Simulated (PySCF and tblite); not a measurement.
The numbers below are computed, except where a source is named.
5 constitutional isomers of C₃HF₂NS:

```csv
isomer,SMILES
A,[F:1][c:2]1[cH:3][n:4][c:5]([F:6])[s:7]1
B,[F:1][c:2]1[cH:3][c:4]([F:5])[s:6][n:7]1
C,[N:1]#[C:2][C:3](=[S:4])[CH:5]([F:6])[F:7]
D,[F:1][c:2]1[cH:3][n:4][s:5][c:6]1[F:7]
E,[N:1]#[C:2][C@@:3]1([F:4])[S:5][C@@H:6]1[F:7]
```

Protocol: conformer search, at most 6 conformers an isomer, GFN2-xTB geometries, energies PBE0/def2-SVP (IEF-PCM, acetonitrile) (D3(BJ) added where defined), weights at 298.15 K with GFN2-xTB thermal terms. Programs: PySCF with density fitting and tblite.

Equilibrium rotational constants and dipole components of each isomer's leading conformer, in random order:

```csv
set,A (MHz),B (MHz),C (MHz),abs μa,abs μb,abs μc (D)
P,3333,1783,1565,2.17,0.72,1.17
Q,5280,1808,1347,1.22,1.09,0.00
R,4496,1867,1319,1.93,1.73,0.00
S,2605,2128,1208,1.57,1.43,1.71
T,3395,2449,1423,0.21,0.22,0.00
```

(1) Match sets and isomers.

The whole study took 110 s on 1 thread of Arm Neoverse V1, shared host (rough), peak memory 0.69 GiB, launched as `OMP_NUM_THREADS=1 python ens_run.py task.json out`.

Results:

(1) P is E (C1), Q is A (Cs), R is B (Cs), S is C (C1), T is D (Cs).
